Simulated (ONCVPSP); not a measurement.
Sr (Z = 38): ONCV pseudisation with PBEsol, fully relativistic reference atom.

strontium, optimised norm-conserving Vanderbilt (ONCV), made with ONCVPSP 4.0.1 (PBEsol, fully relativistic). Core [Ar] 3d10, reference 4s2 4p6 5s1.75 5p0.25. Waves: 4s+5s: rc 1.90 bohr, ncon 4, nbas 7, qcut 8.1 1/bohr, 2 projectors; 4p+5p: rc 3.05 bohr, ncon 5, nbas 10, qcut 4.1 1/bohr, 2 projectors; d scattering state at 0.16 Ha: rc 3.20 bohr, ncon 4, nbas 7, qcut 2.6 1/bohr, 2 projectors, debl 0.9 Ha. Local part: polynomial inside 1.65 bohr (lpopt 5, dvloc0 1 Ha). Core correction: none.

Open shells are filled in proportion to 2j + 1.

In the d channel the program set the typed energies aside and used -0.055, 0.845 Ha (j = l + 1/2; the other j can differ).

* Cutoffs needed: 18 Ha and 22 Ha (the cutoffs (Ha) at which the residual kinetic energy of the hardest occupied pseudo-wave falls to 1 and 0.1 mHa per electron)
* Ghost test: ghosts flagged at negative energy: d5/2 at -46.1 eV, d3/2 at -34.0 eV; no localised positive-energy state flagged; a true bound ghost makes a file unfit for plane-wave use
* Largest excitation error: +43 meV (all-electron minus pseudo) for 4s2 4p6 4d1 5s0 5p0, out of 4 test configurations
